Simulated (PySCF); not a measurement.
## Er³⁴⁺: ionisation energy

Er³⁴⁺ [Ar] 3d10 4s2 4p4 (3P) → Er³⁵⁺ [Ar] 3d10 4s2 4p3 (4S), as a difference of total energies. All numbers are calculated (PySCF 2.14, scalar relativity by spin-free X2C-1e, in an uncontracted even-tempered set (19 s from 2.8 bohr⁻², ratio 2.5; 14 p from 3.6 bohr⁻², ratio 2.5; 8 d from 6.5 bohr⁻², ratio 2.5; 5 f from 21 bohr⁻², ratio 2.7; 4 g from 32 bohr⁻², ratio 2.7)). Correlated levels: outer shells: [Ne] frozen; virtual orbitals above 40 to 60 times the deepest correlated orbital energy dropped. The calculations carry no spin-orbit coupling.

```
                method  ionisation energy (eV)
                   UHF                  1478.9
                   LDA                  1482.4
                   PBE                  1481.7
                  PBE0                  1481.5
                r2SCAN                  1481.2
                revPBE                  1481.5
               r2SCANh                  1481.2
    MP2 (outer shells)                  1480.4
SCS-MP2 (outer shells)                  1480.3
```

Spin-orbit coupling is strong in these open shells (close to jj coupling). The scalar numbers leave it out and a first-order estimate fails, so it can dominate the gap to the real levels.

Breit and QED terms and the two-electron picture change are absent.

For comparison: 1468 ± 5 eV (theoretical estimate listed by NIST; NIST Atomic Spectra Database, ionization energies).
